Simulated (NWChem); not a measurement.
Correlation energy of Cd

```xyz
1

Cd     0.0000     0.0000     0.0000
```
Charge 0, spin multiplicity 1.

All runs are NWChem calculations.

Basis set: def2-SVP. Each correlation energy counts from its own Hartree-Fock reference.

Effective core potentials replace the inner electrons of Cd; spin-orbit coupling is left out. The correlated methods keep 4 core orbitals frozen. Coupled-cluster values serve here as a point of comparison, not as the truth.

**Question.** For the correlation energy, MP2 gives -276.8 mHa and SCS-MP2 gives -244.3 mHa. What do CCSD, CCSD+T(CCSD), CCSD(T) give?

**Answer.** CCSD: -270.6 mHa; CCSD+T(CCSD): -276.0 mHa; CCSD(T): -275.8 mHa.
